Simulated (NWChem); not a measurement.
Species: CH4CrO3; SMILES [CH3][Cr](=[O])(=[O])[OH]

```xyz
9

Cr    -0.0459     0.0770     0.0000
O      0.7748    -0.2495     1.2576
O      0.7748    -0.2495    -1.2576
O     -0.7158     1.6499     0.0000
H     -0.3149     2.5258     0.0000
C     -1.4855    -1.2660     0.0000
H     -2.0649    -1.0695     0.9137
H     -1.0581    -2.2762     0.0000
H     -2.0649    -1.0695    -0.9137
```
Atoms are numbered in this order, from 1.

Structure relaxed at the PBE0/def2-SVP level. No frequency run checked for a minimum.

### Question
Give the principal values of the shielding tensors (ppm) of Cr1, O2, O4, C6 from PBE0/pcSseg-1, GIAO (NWChem), with their diamagnetic and paramagnetic parts as GIAO splits them.

### Answer
```tsv
atom	σ11	σ22	σ33	isotropic	diamagnetic	paramagnetic
Cr1	-3911.6	-3431.8	-2582.0	-3308.4	1811.1	-5119.5
O2	-1825.9	-965.7	-314.4	-1035.3	403.8	-1439.1
O4	-86.0	-83.9	213.0	14.4	396.0	-381.7
C6	70.4	144.1	165.4	126.6	247.5	-120.9
```
